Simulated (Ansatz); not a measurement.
Reaction (cleavage of the Si–Si bond): `N[SiH2][SiH](N)F` + `C[SiH2]O` → `C[SiH2]O[SiH2]N` + `N[SiH2]F`

Isolated molecules relaxed with PBE0-D4/def2-TZVP in Ansatz; ΔE leaves out vibrations. CBS: MP2 limit from def2 TZ/QZ plus the TZ coupled-cluster correction, frozen cores. This one scheme is used for every species. Functionals use def2-TZVPP. B3LYP here is the variant with VWN-RPA as its local correlation; programs differ in this. One conformer a species, not always the lowest.

Q: Is it downhill or uphill in electronic energy at CCSD(T)/CBS, and by how much? (An estimate is asked.)

A: The calculation gave: Downhill: ΔE = -146.3 kJ/mol.

Q: What do these levels give: PBE-D4, r2SCAN-D4, PBE0-D4, B3LYP-D4, ωB97X-V, B2PLYP, r2SCAN, B3LYP, SCS-MP2/def2-TZVPP, CCSD(T)/def2-TZVPP, MP2/def2-QZVPP, CCSD/CBS(def2)? (An estimate is asked.)

A: Ansatz gave: PBE-D4 -117.2, r2SCAN-D4 -140.1, PBE0-D4 -127.6, B3LYP-D4 -143.1, ωB97X-V -141.1, B2PLYP -150.3, r2SCAN -140.2, B3LYP -145.1, SCS-MP2/def2-TZVPP -157.6, CCSD(T)/def2-TZVPP -147.2, MP2/def2-QZVPP -154.7, CCSD/CBS(def2) -149.8 kJ/mol.

Largest T1 diagnostic among the species: 0.011.

From PBE to PBE0 (25 % exact exchange), in def2-TZVPP and without D4, ΔE moves by −10.2 kJ/mol. In def2-TZVPP, CCSD(T) changes the Hartree–Fock value by +25.8 kJ/mol (the triples alone add +3.5 kJ/mol) and MP2 by +18.7 kJ/mol.
